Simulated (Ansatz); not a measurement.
Reaction (formal exchange of groups at the Al–Br bond): `[Cl][Al]([Br])[Br]` + `[BH2][AlH2]` → `[AlH2][BH][Al]([Cl])[Br]` + HBr

Gas-phase electronic energies from Ansatz, PBE0-D4/def2-TZVP geometries. CCSD(T)/CBS adds triple-zeta CCSD(T) − MP2 to the extrapolated MP2 energy (def2 sets, frozen cores). This one scheme is used for every species. DFT in def2-TZVPP. B3LYP here is the variant with VWN-RPA as its local correlation; programs differ in this. For Br outer-core shells are correlated without core-valence functions, which leaves a few kJ/mol of doubt a bond. Scalar relativity is left out up to krypton. One conformer a species, not always the lowest.

Q: Is it downhill or uphill in electronic energy at CCSD(T)/CBS, and by how much? (An estimate is asked.)

A: Computed: Uphill: ΔE = +149.4 kJ/mol.

Q: What do these levels give: r2SCAN0-D4, BHLYP-D4, CAM-B3LYP-D4, PBE0, B3LYP, r2SCANh, r2SCAN0, RPA@PBE/def2-TZVPP, HF/def2-TZVPP, CCSD(T)/def2-TZVPP, HF/def2-QZVPP, HF/CBS(def2)? (Estimate.)

A: Computed: r2SCAN0-D4 149.7, BHLYP-D4 154.5, CAM-B3LYP-D4 146.8, PBE0 139.3, B3LYP 144.1, r2SCANh 147.6, r2SCAN0 150.3, RPA@PBE/def2-TZVPP 140.9, HF/def2-TZVPP 166.1, CCSD(T)/def2-TZVPP 144.6, HF/def2-QZVPP 166.2, HF/CBS(def2) 166.2 kJ/mol.

Largest T1 diagnostic among the species: 0.010.

From BLYP to BHLYP (50 % exact exchange), in def2-TZVPP and without D4, ΔE moves by +17.4 kJ/mol. Leaving LDA and LC-ωPBE aside and taking each functional with its dispersion term where it has one, the values, not all of them listed here, spread over 24.7 kJ/mol, from PBE-D4 to BHLYP-D4. LDA lies −4.4 kJ/mol from PBE without D4. At CCSD(T), def2-SVP lies −6.9 kJ/mol from the extrapolated value and def2-TZVPP −4.7 kJ/mol.
